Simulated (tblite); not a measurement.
C$_{4}$H$_{6}$, triplet, at a GFN2-xTB geometry (a higher spin typed on purpose: for a closed-shell molecule this is an excited state); IPEA1-xTB (tblite 0.6.0).

Input for tblite:
```
$ tblite run mol.xyz --method ipea1 --charge 0 --spin 2 --json tblite.json --no-restart

# file mol.xyz
10

C      1.75459894     0.26377965    -0.67660968
C      0.65006782    -0.06047826     0.17782132
C     -0.68699479     0.05653341    -0.16793300
C     -1.72770442    -0.25764166     0.66056493
H      2.19484393     1.24621075    -0.67237424
H      2.20858178    -0.47942751    -1.30949762
H      0.87209543    -0.42840088     1.17912116
H     -0.91126285     0.42192830    -1.16243482
H     -2.74878768    -0.14912379     0.34462915
H     -1.55527588    -0.62434574     1.65749488
```

The log (banner, timings and long lists left out):

```
xTB calculator
 | screened Coulomb repulsion
 | Coulomb electrostatics
 |  * isotropic Klopman-Ohno-Mataga-Nishimoto electrostatics
 |  * onsite third-order electrostatics
 | DFT-D3(BJ) dispersion correction

halogen bonding energy    0.0000000000000E+00 Eh
repulsion energy          2.8619727101848E-01 Eh
dispersion energy        -2.6939509955031E-03 Eh
number of electrons       2.2000000000000E+01 e
integral cutoff           4.0000000000000E+01 bohr

------------------------------------------------------------
  cycle        total energy    energy error   density error
------------------------------------------------------------
      1     -12.78597594787  -1.3069479E+01   5.3966410E-01
      2     -12.79050247557  -4.5265277E-03   3.1657535E-01
      3     -12.72048366588   7.0018810E-02   1.2397466E-01
      4     -12.79476687480  -7.4283209E-02   1.3669657E-02
      5     -12.79559745135  -8.3057656E-04   1.4485048E-03
      6     -12.79560637961  -8.9282637E-06   4.4762235E-04
      7     -12.79560757122  -1.1916040E-06   1.6968457E-04
      8     -12.79560763676  -6.5541240E-08   3.1283345E-05
      9     -12.79560763642   3.4119374E-10   2.0347336E-05
     10     -12.79560763772  -1.3047270E-09   3.1932134E-07
------------------------------------------------------------

electronic energy        -1.3079110957747E+01 Eh
total energy             -1.2795607637724E+01 Eh

Post processing:
 | Mayer-Wiberg bond orders

[Info] JSON dump of results written to 'tblite.json'
```
